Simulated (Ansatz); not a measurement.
A nudged elastic band was laid between two geometries of AlClF₂H₃N (8 atoms, charge 0, multiplicity 1).

Method: RHF/def2-SVP in Ansatz 0.2.0.

```json
{"movable images": "7", "climbing image": "yes", "spring": "5.0 eV/Å²", "optimiser": "quadratic models (default)", "start path": "through a guess of the saddle point", "force threshold": "0.05 eV/Å", "iteration limit": "60", "end points": "relaxed"}
```

Initial state:

```xyz
8
Properties=species:S:1:pos:R:3
Al -0.006 0.011 0.321
N 0.028 -0.315 2.055
H -0.759 -0.661 2.571
H 0.871 -0.472 2.575
F 1.409 0.121 -0.517
F -1.401 -0.212 -0.527
Cl -0.326 2.693 0.622
H -0.301 2.493 1.883
```

Final state:

```xyz
8
Properties=species:S:1:pos:R:3
Al -0.071 0.582 0.119
N -0.042 0.248 2.105
H -0.775 -0.401 2.354
H 0.842 -0.160 2.373
F 1.411 -0.045 -0.282
F -1.388 -0.339 -0.291
Cl -0.291 2.682 -0.036
H -0.174 1.092 2.642
```

(1) Which bonds break or form, and what moves?

(2) Give the energies along the band, and the barrier.

(3) What is the geometry of the highest image?

Answers

(1) Bonds broken: Cl7–H8. Bonds formed: Al1–Cl7, N2–H8.

(2) It converged. The highest image is number 3 of 0 to 8, 0.110 eV above the first end and 2.458 eV above the last; the last end lies 2.347 eV below the first. Neighbouring images differ by up to 1.3 eV, so the band resolves the path poorly. A vibrational analysis at the climbing image gives one clearly imaginary mode, 469i cm⁻¹: a first-order saddle point. The orbitals stay closed-shell, which can raise the energy where a bond breaks towards radicals; this wasn't checked here.

| image | path coordinate (Å) | energy (eV) | Cl7–H8 (Å) | Al1–Cl7 (Å) | N2–H8 (Å) |
| --- | --- | --- | --- | --- | --- |
| 0 | 0.00 | 0.000 | 1.28 | 2.72 | 2.83 |
| 1 | 0.33 | 0.012 | 1.28 | 2.70 | 2.45 |
| 2 | 0.67 | 0.052 | 1.30 | 2.65 | 2.07 |
| 3 | 1.00 | 0.110 | 1.37 | 2.50 | 1.68 |
| 4 | 1.34 | -0.365 | 1.65 | 2.38 | 1.31 |
| 5 | 1.67 | -1.639 | 2.00 | 2.25 | 1.06 |
| 6 | 2.00 | -2.144 | 2.38 | 2.16 | 1.01 |
| 7 | 2.33 | -2.307 | 2.76 | 2.13 | 1.01 |
| 8 | 2.66 | -2.347 | 3.12 | 2.12 | 1.01 |

(3) 
```xyz
8
Properties=species:S:1:pos:R:3
Al -0.023 0.174 0.243
N -0.017 0.022 2.065
H -0.790 -0.424 2.530
H 0.830 -0.242 2.539
F 1.426 0.088 -0.531
F -1.405 -0.235 -0.550
Cl -0.303 2.592 0.833
H -0.205 1.684 1.856
```

Run time: 6.9 min on 1 thread of Arm Neoverse V2, with other jobs on the host, peak memory 0.19 GiB.
